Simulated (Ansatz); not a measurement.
Cl₂Ga (SMILES [Cl][Ga+][Cl]), charge +1, singlet, at a GFN2-xTB geometry (such geometries of metal compounds can be far from the true shape); BLYP/def2-SVP in Ansatz (a first-principles code).

Here is a job for Ansatz.
Ansatz 0.2 input:
```yaml
crystal:
  periodic: [false, false, false]
  atoms:
    - {symbol: Ga, position_ang: [0.00000000, 0.00000000, 0.00000000]}
    - {symbol: Cl, position_ang: [0.00000000, 0.00000000, 2.07019474]}
    - {symbol: Cl, position_ang: [-0.00000000, -0.00000000, -2.07019474]}
basis:
  gaussian:
    orbitals: def2-SVP
hamiltonian:
  xc: blyp
total_charge: 1
accuracy: high
```

It wrote (shortened):

```
Functional definition: BLYP
1169 factors; integrals over basis functions are off by at most 4.6e-9 eV
mean field evaluation 1: about -77399.1238 eV, gradient 5.0e1 eV
mean field evaluation 2: about -77369.3528 eV, gradient 1.2e2 eV
mean field evaluation 4: about -77404.4971 eV, gradient 5.1e0 eV
mean field evaluation 8: about -77404.5691 eV, gradient 5.7e-2 eV
mean field evaluation 16: about -77404.5691 eV, gradient 7.9e-7 eV
mean field -77404.56909290 eV, -2844.5654474629 hartree, gradient 5.1e-8 eV, S^2 0.000000; 0 other end points of the search recorded, 0 dependent functions left out
reference -77404.56913457 eV, -2844.5654489941 hartree; 32, 32 occupied and 36, 36 virtual orbitals, 1169 factors
Total energy: -77404.56913457 eV, -2844.5654489941 hartree
```
